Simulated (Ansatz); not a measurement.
Total energies of trans-PdH(PF3)2Br (P₂PdHBrF₆) from Ansatz at PBE-D4/def2-TZVP, gas phase (1 Eh = 27.2114 eV = 2625.5 kJ/mol). The reference geometry is relaxed at PBE0-D4/def2-SVP.

```
                 state                     geometry  energy (Eh)
      charge 0 singlet                    reference  -3983.84211
      charge 1 doublet                    reference  -3983.49959
      charge 1 doublet  relaxed at PBE0-D4/def2-SVP  -3983.51248
      charge 0 triplet  relaxed at PBE0-D4/def2-SVP  -3983.77200
free Pd atom (singlet)                            –   -127.88071
 free H atom (doublet)                            –     -0.49962
 free P atom (quartet)                            –   -341.10299
 free F atom (doublet)                            –    -99.66912
free Br atom (doublet)                            –  -2573.72072
```

In the def2 sets Pd takes a core potential; there is no spin–orbit coupling.

Q: Work out the vertical ionisation energy to the doublet.

A: E(charge 1 doublet) − E(charge 0 singlet) = -3983.49959 − (-3983.84211) = 0.34252 Eh = 9.32 eV. For comparison, −ε of the highest occupied level is 6.27 eV at this level, 3.05 eV less.

Q: How much does the charge 1 doublet relax, and what is the adiabatic ionisation energy?

A: Relaxation: -3983.49959 − (-3983.51248) = 0.01289 Eh = 0.35 eV. Adiabatic ionisation energy: 0.32963 Eh = 8.97 eV, without zero-point energy. 

Q: Which of the charge 0 states is lowest, and how far above it are the others?

A: The singlet. triplet: -3983.77200 − (-3983.84211) = 0.07011 Eh = 184.1 kJ/mol.

Q: What is the binding energy per atom against free atoms?

A: Atoms: 1 × (-127.88071) + 1 × (-0.49962) + 2 × (-341.10299) + 6 × (-99.66912) + 1 × (-2573.72072) = -3982.32175 Eh. Binding: -3982.32175 − (-3983.84211) = 1.52036 Eh = 41.37 eV, or 3.76 eV for each of 11 atoms (no zero-point energy, no counterpoise term).
